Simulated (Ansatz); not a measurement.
CHNOSi, SMILES `N#C[Si]O` (lower singlet) (charge 0, multiplicity 1). This singlet lies 2.01 eV below the relaxed triplet at the level B3LYP/cc-pVTZ // PBE0-D3(BJ)/def2-TZVP (Ansatz, a program for electronic structure).

Method: HSE06/cc-pVTZ // PBE0-D3(BJ)/def2-TZVP run with Ansatz.

Ansatz 0.2 input:
```yaml
crystal:
  periodic: [false, false, false]
  atoms:
    - { symbol: N, position_ang: [2.109962, -0.575698, 0.12759] }
    - { symbol: C, position_ang: [1.143006, 0.035634, -0.035865] }
    - { symbol: Si, position_ang: [-0.354712, 1.19263, -0.352485] }
    - { symbol: O, position_ang: [-1.547145, 0.124809, -0.003723] }
    - { symbol: H, position_ang: [-1.35111, -0.777378, 0.264483] }
basis:
  gaussian: { orbitals: cc-pVTZ }
hamiltonian:
  xc: hse06
```

Output:

```
Functional definition: HSE06
862 factors; their error is unknown
61 factors; integrals over basis functions are off by at most 5.6e-7 eV
mean field evaluation 1: about -12452.6452 eV, gradient 6.5e1 eV
mean field evaluation 2: about -12428.6949 eV, gradient 1.2e2 eV
mean field evaluation 4: about -12460.1772 eV, gradient 1.1e1 eV
mean field evaluation 8: about -12460.4351 eV, gradient 1.8e-1 eV
mean field evaluation 16: about -12460.4670 eV, gradient 1.8e-5 eV
mean field -12460.46697390 eV, -457.9137152828 hartree, gradient 1.8e-5 eV, S^2 0.000000; 0 other end points of the search recorded, 0 dependent functions left out
reference -12460.46700180 eV, -457.9137163084 hartree; 18, 18 occupied and 120, 120 virtual orbitals, 862 factors
Total energy: -12460.46700180 eV, -457.9137163084 hartree
```
